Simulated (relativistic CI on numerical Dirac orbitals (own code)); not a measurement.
**Spin-allowed bands of a d7 ion in a tetrahedral site, by hand**

Problem. Take Δ = 3800 cm⁻¹ and B = 570 cm⁻¹ for a d7 ion in a tetrahedral site. Calculate the three spin-allowed bands.

Working.
1. The terms of highest spin are 4F (energy 0) and 4P (15B = 8550 cm⁻¹). Here the F term splits into A2 at −1.2Δ = -4560, T2 at −0.2Δ = -760 and T1 at +0.6Δ = 2280 cm⁻¹.
2. The two T1 states mix through the element 0.4Δ: H = [[2280, 1520], [1520, 8550]], with roots ½(H₁₁ + H₂₂) ∓ ½√[(H₂₂ − H₁₁)² + 4H₁₂²] = ½(10830) ∓ ½(6968) = 1931 and 8899 cm⁻¹.
3. The ground term is 4A2 at -4560 cm⁻¹.
4. Bands: 4T2 3800 cm⁻¹ (2632 nm), 4T1(F) 6491 cm⁻¹ (1541 nm), 4T1(P) 13459 cm⁻¹ (743 nm).

Check. Exact diagonalisation of the whole d7 shell with these parameters gives 4T2 3800, 4T1 6491, 4T1 13459 cm⁻¹. The match is exact, since without spin-orbit coupling no other term has this spin. The ratio of the second band to the first, 1.708, depends on Δ/B = 6.7 alone, which is how a Tanabe-Sugano diagram is read.
